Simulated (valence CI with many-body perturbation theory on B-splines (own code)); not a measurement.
**Assign the levels of Mo II**

Calculated by valence CI with perturbative core correlation (CI+MBPT): five valence electrons over a frozen Dirac-Fock core [Kr], a basis of 9 s, 9 p, 9 d, 7 f, 4 g, 2 h functions for each j, with the one-electron correlation potential Σ1 (screened to all orders), the two-electron term Σ2, the three-electron term Σ3, Breit, model QED; selected single and double excitations, second order for the rest, scaled by the run's own slope (own B-spline code, finite nucleus).

Against 9 measured levels this calculation errs by 373 cm⁻¹ on average and by 607 at most. These come from a selection out of the NIST Handbook of Basic Atomic Spectroscopic Data. Levels without a partner in it may be off by more, other configurations by 1,000 to 4,000 cm⁻¹. Among the levels kept, up to 1100 cm⁻¹ of a level comes from second order outside the variational space, and about a tenth of that is noise between levels of different J, which matters for small intervals. Only levels of the ground parity were solved; by the run's estimate the other parity begins above the list, which can be wrong where configurations are misplaced.

```tsv
No.	J	Parity	E (cm⁻¹)	g
1	5/2	even	0.0	2.000
2	1/2	even	11206	3.327
3	3/2	even	11447	1.866
4	5/2	even	11815	1.657
5	7/2	even	12294	1.587
6	9/2	even	12854	1.555
7	5/2	even	15294	0.584
8	7/2	even	15415	0.987
9	9/2	even	15516	1.172
10	11/2	even	15553	1.272
15	7/2	even	17042	1.425
19	11/2	even	23006	0.930
21	13/2	even	23261	1.077
```

Energies count from the lowest level. Strongly mixed levels and levels close to another of their J and parity are left out, so the numbers can have gaps.

Q: Give configuration and LS term of each level.

A: 1: 4d5 6S; 2: 4d4 5s 6D; 3: 4d4 5s 6D; 4: 4d4 5s 6D; 5: 4d4 5s 6D; 6: 4d4 5s 6D; 7: 4d5 4G; 8: 4d5 4G; 9: 4d5 4G; 10: 4d5 4G; 15: 4d5 4D; 19: 4d5 2I; 21: 4d5 2I.
